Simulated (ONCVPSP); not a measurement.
Reading a pseudo-wave (Pt (Z = 78))

Columns: radius, all-electron u(r) and pseudo u(r) of the 5s shell (level -102.20 eV) of platinum in the configuration [Kr] 4d10 4f14 5s2 5p6 5d9 6s1; LDA (Perdew-Zunger), scalar-relativistic, ONCV scheme, ONCVPSP 4.0.1.

```tsv
r (bohr)	all-electron	pseudo
0.123	0.4341	0.2410
0.245	-0.3189	0.4697
0.368	-0.6300	0.6783
0.490	0.0071	0.8507
0.613	0.7036	0.9772
0.735	1.1061	1.0459
0.858	1.2294	1.0545
0.980	1.1712	1.0063
1.103	1.0231	0.9119
1.225	0.8484	0.7889
1.348	0.6779	0.6531
1.470	0.5295	0.5219
1.593	0.4055	0.4041
1.715	0.3071	0.3070
1.838	0.2299	0.2298
1.960	0.1712	0.1711
2.083	0.1264	0.1263
2.205	0.0931	0.0931
2.328	0.0682	0.0682
2.450	0.0499	0.0499
2.573	0.0363	0.0363
2.695	0.0265	0.0265
2.818	0.0192	0.0192
2.940	0.0139	0.0139
3.063	0.0101	0.0101
3.185	0.0073	0.0073
```

**Question.** How many radial nodes do the two functions have?

**Answer.** The all-electron 5s function has n − l − 1 = 4 (the table is too coarse to show those close to the nucleus); the pseudo-wave has 0, since the states of the same l below it are removed with the core.

**Question.** At about which radius was the pseudo-wave matched?

**Answer.** 1.80 bohr, where the columns begin to agree (steps of 0.12 bohr).

**Question.** Is the pseudo-wave norm-conserving?

**Answer.** Yes: the ONCV scheme keeps the norm inside the radius equal to the all-electron one, which fixes the energy derivative of the logarithmic derivative at the level.
